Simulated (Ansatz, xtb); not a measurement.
# C4H2ClFN2: which of two isomers lies lower

We compare X, `Fc1nccc(Cl)n1`, a singlet, with Y, `Fc1cncnc1Cl`, a singlet. Both are isolated molecules in the gas phase, relaxed with PBE0-D3(BJ)/def2-SVP.

Quicker runs give these differences E(Y) − E(X): GFN2-xTB +32.8 kJ/mol; HF/STO-3G +28.7 kJ/mol (at GFN2-xTB geometries); r2SCAN-D4/def2-SVP +51.3 kJ/mol (at GFN2-xTB geometries).

Q: Estimate E(Y) − E(X) at the level CCSD(T)/def2-SVP + ΔMP2/def2-TZVPP.

A: Calculated at CCSD(T)/def2-SVP + ΔMP2/def2-TZVPP: E(Y) − E(X) = +45.6 kJ/mol, so structure X lies lower.

The same difference at several levels:

| level | geometry | E(Y) − E(X) (kJ/mol) | departure from the last row (kJ/mol) | job, with rough time for the two |
| --- | --- | --- | --- | --- |
| GFN2-xTB | GFN2-xTB | +32.8 | −12.8 | optimisation, 0.14 s |
| HF/STO-3G | GFN2-xTB | +28.7 | −16.9 | single point, 0.56 s |
| r2SCAN-D4/def2-SVP | GFN2-xTB | +51.3 | +5.6 | single point, 6.9 s |
| PBE0-D3(BJ)/def2-SVP | PBE0-D3(BJ)/def2-SVP | +50.6 | +5.0 | optimisation, 48 s |
| HF/def2-SVP | PBE0-D3(BJ)/def2-SVP | +59.7 | +14.1 | part of the CCSD(T) run |
| MP2/def2-SVP | PBE0-D3(BJ)/def2-SVP | +48.0 | +2.4 | part of the CCSD(T) run |
| CCSD(T)/def2-SVP | PBE0-D3(BJ)/def2-SVP | +47.4 | +1.8 | single point |
| CCSD(T)/def2-SVP + ΔMP2/def2-TZVPP | PBE0-D3(BJ)/def2-SVP | +45.6 |  | single point, 1.9 min |

As drawn, both hold the same kinds of bond in the same numbers.

The levels shown agree on the order. The largest departure from CCSD(T)/def2-SVP + ΔMP2/def2-TZVPP is that of HF/STO-3G, 16.9 kJ/mol. The last row adds to CCSD(T) the change of the MP2 difference between the two basis sets, here −1.8 kJ/mol.

With thermal terms from frequencies at re-optimised GFN2-xTB minima (ideal gas, soft modes damped towards free rotors, one conformer each, 298.15 K, 1 atm): on the last row, ΔE + ΔZPE = +44.7, ΔH = +44.9, ΔG = +44.4 kJ/mol.

The correlated steps freeze 12 core orbitals. Programs: Ansatz 0.2.0, xtb 6.7.1; the last row on 2 threads of Arm Neoverse V1 on a shared host.
